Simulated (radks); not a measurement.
Spherical jellium clusters: N electrons in a uniform positive sphere of charge N and radius rs N^(1/3), rs = 5.15 bohr. Method: non-relativistic Kohn-Sham, PBEsol, spin-polarised, spherical densities; computed with a radial shooting solver with Libxc functionals. Levels are named by radial order and angular momentum (1s, 1p, 1d, 2s, ...), and open shells are averaged over m.

N = 10, configuration 1s2 1p6 1d(up 2, down 0). This is the lowest configuration that the search found. Occupied levels:

level,occupation,eigenvalue (eV),<r> (bohr)
1s up,1,-3.5843,7.447
1s down,1,-3.4846,6.956
1p up,3,-2.9505,8.625
1p down,3,-2.7565,8.363
1d up,2,-2.1134,9.593

Energy (eV): total -17.3437, kinetic 11.398, external -291.55, Hartree 144.80, exchange-correlation -29.142, background 147.15.
